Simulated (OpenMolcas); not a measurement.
**Multiplet structure of Cu2+**

```
Program             : OpenMolcas
Method              : MS-CASPT2, IPEA 0.25 Eh, imaginary shift 0.1 Eh (closed shells correlated: 3s 3p)
Basis               : ANO-RCC-VTZP [6s5p3d2f1g]
Scalar Hamiltonian  : DKH2, point nucleus
Active space        : 9 electrons in 6 orbitals (3d 4s)
State averaging     : 2S+1 = 2 even, 29 roots; 2S+1 = 4 even, 10 roots kept (CI in the orbitals of an earlier block)
Spin-orbit coupling : RASSI with atomic mean-field integrals over the reference wave functions, term energies averaged over their components
```

Spin-free terms above the lowest, with the occupations of the reference:

| Configuration | Term | E (cm⁻¹) | Occupations |
| --- | --- | --- | --- |
| 3d⁹ | ²D | 0.0 | 3d 9.00 |
| 3d⁸ 4s | ⁴F | 63670 | 3d 8.00 4s 1.00 |
| 3d⁸ 4s | ²F | 68300 | 3d 8.00 4s 1.00 |

With spin-orbit coupling, above the lowest level:

| Configuration | Term | J | E (cm⁻¹) | Measured (cm⁻¹) | g | Term weight % | Second |
| --- | --- | --- | --- | --- | --- | --- | --- |
| 3d⁹ | ²D | 5/2 | 0.0 | 0.0 | 1.200 | 100 |  |
| 3d⁹ | ²D | 3/2 | 2190 | 2072 | 0.800 | 100 |  |
| 3d⁸ 4s | ⁴F | 9/2 | 63210 | 60805 | 1.334 | 100 |  |
| 3d⁸ 4s | ⁴F | 7/2 | 64390 | 62065 | 1.235 | 96 | 4 ²F |
| 3d⁸ 4s | ⁴F | 5/2 | 65440 | 63149 | 1.027 | 98 |  |
| 3d⁸ 4s | ⁴F | 3/2 | 66170 | 63887 | 0.402 | 99 |  |
| 3d⁸ 4s | ²F | 7/2 | 68430 | 67017 | 1.147 | 96 | 4 ⁴F |
| 3d⁸ 4s | ²F | 5/2 | 70310 |  | 0.863 | 97 |  |

Against the 6 measured excited levels shown (Sugar and Musgrove, J. Phys. Chem. Ref. Data 19, 527 (1990)) the mean absolute deviation is 1800 cm-1; the largest miss in energy is 3d⁸ 4s ⁴F_9/2: computed 63210, measured 60805 cm⁻¹ (+4.0 %), and the largest in proportion 3d⁹ ²D_3/2 (+5.5 %).

Spin-orbit coupling puts the lowest level 874 cm⁻¹ below the lowest spin-free term.

CASPT2 does not keep the components of a term degenerate, so their means are used; among the terms shown or strongly mixed into the levels shown the widest spread is 1200 cm-1 (3d⁸ 4s ⁴F). Terms from blocks run as CI alone lack orbitals of their own. A single d shell beside an s shell can misplace configurations of different d count against each other. Measured partners are found by configuration, term and J. A level has none where our copy of the source lacks it or the pairing is in doubt (some pairs that miss far off the trend of their configuration count as doubtful), and it then counts in no deviation. Only configurations of the active space appear. The first state left out of the spin-orbit step lies near 96000 cm-1 above the lowest spin-free state of the reference (among the parities and spins computed), and the list stops at four fifths of that energy or lower.

The CASPT2 steps took 10 s on 1 thread of Arm Neoverse V1, on a shared host; the integral step is not counted.

The term weight is that of the spin-free term in the level, not the purity of its configuration.
